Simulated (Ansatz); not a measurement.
Relaxation of CH₂OSe (5 atoms, charge 0, multiplicity 1), to a largest force component of 0.02 eV/Å in at most 50 steps.

Theory: Ansatz 0.2.0, RKS PBE-D4/def2-mTZVP.

```xyz
5
Properties=species:S:1:pos:R:3
C 0.051 0.283 -0.134
O -0.898 -0.275 0.671
Se 0.392 -1.532 0.300
H -0.245 0.496 -1.160
H 0.700 1.028 0.322
```

**Question.** Where does it end, and by what steps?

**Answer.** It converged. After 3 steps the energy has fallen by 0.093 eV; Se3 moved furthest, 0.05 Å.

```csv
step,energy less start (eV),largest force component (eV/Å),accepted
0,0.0000,1.742,yes
1,-0.0688,0.844,yes
2,-0.0929,0.076,yes
3,-0.0932,0.007,yes
```

```xyz
5
Properties=species:S:1:pos:R:3
C 0.042 0.301 -0.135
O -0.930 -0.257 0.685
Se 0.421 -1.567 0.294
H -0.247 0.491 -1.176
H 0.714 1.032 0.331
```

Whether the end is a true minimum wasn't checked by a vibrational analysis.

Run time: 21 s on 1 thread of Intel(R) Xeon(R) Processor @ 2.50GHz (Skylake/Cascade Lake) (shared host), peak memory 0.15 GiB.
